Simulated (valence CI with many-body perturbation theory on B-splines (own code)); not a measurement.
# Which ion has this spectrum?

A relativistic CI+MBPT calculation for an atom or ion with 6 electrons gives these levels (eV):

```csv
J,Parity,E,g
0,even,0.000,
1,even,1.641,1.50
2,even,3.500,1.48
2,even,11.918,1.02
0,even,22.228,
2,odd,31.051,2.00
2,odd,56.889,1.18
1,odd,56.979,0.52
3,odd,57.163,1.33
0,odd,66.663,
1,odd,66.742,1.48
2,odd,66.977,1.48
2,odd,83.934,1.00
1,odd,84.082,1.96
```

The energies are calculated, with errors of perhaps 300 cm⁻¹, more in some levels.

(1) Which is it?
A. S10+
B. K13+
C. Ar12+
D. Cl11+

## Answers

(1) B. K13+, ground level 2s2.2p2 3P_0.
